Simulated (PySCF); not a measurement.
Mg(H)(SiH3) (H4MgSi), SMILES [MgH][SiH3]. Atoms are numbered in the order given.

```xyz
6

Mg     0.0000     0.0000    -1.4705
H      0.0000     0.0000    -3.1761
Si     0.0000     0.0000     1.1209
H      1.1868    -0.6852     1.7097
H     -1.1868    -0.6852     1.7097
H      0.0000     1.3704     1.7097
```
Charge 0, spin multiplicity 1.

The structure is a stationary point at TPSSh-D3(BJ)/def2-TZVP.

The numbers are results of B3LYP/pcJ-1 (PySCF), not measurements.

Isotropic couplings with Fermi-contact, spin-dipole and both spin-orbit terms, one fixed conformer, no vibrational averaging. Isotopes: 1H, 29Si.

Computed spin–spin coupling constants:
```json
[
 {"pair": "Si3–H4", "bonds apart": "1", "J (Hz)": "-181.9"},
 {"pair": "Si3–H5", "bonds apart": "1", "J (Hz)": "-182.0"},
 {"pair": "Si3–H6", "bonds apart": "1", "J (Hz)": "-182.3"},
 {"pair": "H2–Si3", "bonds apart": "2", "J (Hz)": "-85.0"},
 {"pair": "H4–H5", "bonds apart": "2", "J (Hz)": "-3.8"},
 {"pair": "H4–H6", "bonds apart": "2", "J (Hz)": "-3.8"},
 {"pair": "H5–H6", "bonds apart": "2", "J (Hz)": "-3.8"},
 {"pair": "H2–H4", "bonds apart": "3", "J (Hz)": "2.9"},
 {"pair": "H2–H5", "bonds apart": "3", "J (Hz)": "2.9"},
 {"pair": "H2–H6", "bonds apart": "3", "J (Hz)": "2.9"}
]
```
